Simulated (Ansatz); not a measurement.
`[F][Sn]([SH])([SH])[SH]`, charge 0, multiplicity 1.

Question: Give a relaxed structure at PBE0-D4/def2-TZVP (Ansatz 0.2.0). (Best estimate.)

Answer: Ansatz gave: 
Z-matrix (Å, degrees):
```
Sn
S 1 2.382
S 1 2.373 2 113.7
F 1 1.921 2 100.6 3 -117.8
S 1 2.373 2 116.8 3 126.7
H 2 1.346 1 89.8 3 111.7
H 3 1.345 1 91.5 2 -21.0
H 5 1.345 1 91.9 2 60.4
```
